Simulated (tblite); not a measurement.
Compound: C5H7FNSi (doublet state).
Atom-mapped SMILES: `[CH3:1][c:2]1[c:3][cH:4][n:5]([SiH3:6])[c:7]1[F:8]` (hydrogens: H9, H10, H11 on C1; H12 on C4; H13, H14, H15 on Si6)

A start from a force field or distance geometry was refined with tblite 0.8.0, GFN2-xTB geometry optimisation, gas phase. Values at the start:

```
coordinate    start
     C1–C2  1.468 Å
     C1–H9  1.102 Å
     C2–C3  1.401 Å
     C2–C7  1.383 Å
     C3–C4  1.372 Å
     C4–N5  1.314 Å
    C4–H12  1.088 Å
    N5–Si6  1.799 Å
     N5–C7  1.360 Å
   Si6–H13  1.457 Å
     C7–F8  1.354 Å
  C1–C2–C3   126.9°
  C1–C2–C7   125.2°
  C2–C3–C4   106.4°
  C2–C7–N5   105.5°
  C3–C2–C7   107.9°
 C4–N5–Si6   125.6°
  C4–N5–C7   111.8°
  N5–C7–F8   125.0°
```

Task: How do these coordinates change at the GFN2-xTB level?

Result: 
```
coordinate  GFN2-xTB (Å or °)  change
     C4–N5              1.387  +0.073
    N5–Si6              1.755  -0.044
     C3–C4              1.346  -0.026
     C1–C2              1.487  +0.019
    C4–H12              1.069  -0.019
     C2–C7              1.365  -0.018
     C2–C3              1.415  +0.014
     C1–H9              1.089  -0.013
     C7–F8              1.346  -0.008
     N5–C7              1.364  +0.004
   Si6–H13              1.459  +0.002
  C2–C7–N5              113.1    +7.6
  N5–C7–F8              118.1    -6.9
  C4–N5–C7              105.8    -6.0
  C3–C2–C7              102.2    -5.7
  C2–C3–C4              111.3    +4.9
 C4–N5–Si6              129.4    +3.8
  C1–C2–C7              128.4    +3.2
  C1–C2–C3              129.4    +2.5
```

The energy falls by 45.4 kJ/mol over 70 L-BFGS steps, the largest force on an atom goes from 4.57 to 0.007 eV/Å, and the atoms move by 0.168 Å rms after alignment. The bond that changes most is C4–N5 (ends: carbon bonded to C, N and H; nitrogen bonded to 2 C and Si), which lengthens by 0.073 Å. Bonds longer at the end by more than 0.005 Å: 3 of 15; shorter: 10. Among the dihedrals that turn most is C7–N5–Si6–H15, from -38° to -58°. Rotational constants go from 3341, 1354, 980.8 to 3459, 1335, 980.3 MHz.

Hardware: Intel Xeon at 2.60 GHz, one thread, no GPU, shared host with 128 logical CPUs at a one-minute load of 15. Cost: 0.48 s of wall time.

Its GFN2-xTB frequencies are all real (lowest 58 cm⁻¹). 2 starts were optimised and ended at 0.00 and 0.43 kcal/mol (GFN2-xTB); the lowest of these is shown.

All values are computed, not measured.
